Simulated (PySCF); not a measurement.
n-Bu2O, C8H18O.
SMILES with atom numbers: `[CH3:1][CH2:2][CH2:3][CH2:4][O:5][CH2:6][CH2:7][CH2:8][CH3:9]` (hydrogens: H10, H11, H12 on C1; H13, H14 on C2; H15, H16 on C3; H17, H18 on C4; H19, H20 on C6; H21, H22 on C7; H23, H24 on C8; H25, H26, H27 on C9)

The closed-shell ground state was solved at several levels (PySCF, density fitting, gas phase, non-relativistic). The structure is a single PBE0-D3(BJ)/def2-SVP conformer in the gas phase; no vibrational or solvent corrections.

```
              level  basis functions  total energy (Eh)  HOMO (eV)  LUMO (eV)  gap (eV)  dipole (D)
       KT3/pcSseg-1              243          -396.9920      -5.90       0.61      6.51        0.88
CAM-B3LYP/def2-SVPD              327          -390.4333      -8.77       1.45     10.22        1.02
```

Problem. Estimate the row for PBE0/pcSseg-1, a basis of 243 functions; the other rows only guide the guess.

Solution. Total energy -390.3923 Eh, HOMO -7.27 eV, LUMO 1.55 eV, gap 8.82 eV, dipole 1.02 D.

Problem. Over all these levels, which gives the widest orbital gap and which the narrowest?

Solution. CAM-B3LYP/def2-SVPD (range-separated hybrid) has the widest, 10.22 eV, and KT3/pcSseg-1 (GGA) the narrowest, 6.51 eV. Functional and basis both differ between the two, so the spread mixes both effects.

Problem. How far do the dipole and the HOMO energy spread over the levels?

Solution. The dipole runs from 0.88 to 1.02 D (mean 0.97 D) and the HOMO from -8.77 to -5.90 eV.
